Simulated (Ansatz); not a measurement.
**Telling isomers of FHNSiZn apart by their spectra**

These gas-phase data were calculated for one isomer of FHNSiZn at PBE0-D3(BJ)/def2-SVP (harmonic, unscaled wavenumbers; equilibrium rotational constants with average atomic masses):

- rotational constants: 26.1, 1.317, 1.254 GHz
- all wavenumbers above 1500 cm⁻¹: 3533

Candidates:

(1) `F[Si][NH][Zn]`, a doublet
(2) `F/[Si]=[N]/[ZnH]`, a doublet

**Question.** Which candidate do the data belong to?

**Answer.** Candidate (1). The band at 3533 cm⁻¹ lies where the N–H stretch is expected; (2) has no mode between 3250 and 3800 cm⁻¹.

The same quantities for all candidates:

```tsv
	rotational constants (GHz)	wavenumbers above 1500 cm⁻¹	E above the lowest, PBE0-D3(BJ)/def2-SVP (kcal/mol)
(1)	26.1, 1.317, 1.254	3533	0.0
(2)	50.22, 1.237, 1.208	1915	23.7
```

Harmonic stretches to hydrogen usually lie a few per cent above observed fundamentals. Each candidate is one conformer. Open shells are spin-unrestricted. Programs: Ansatz 0.2.0.
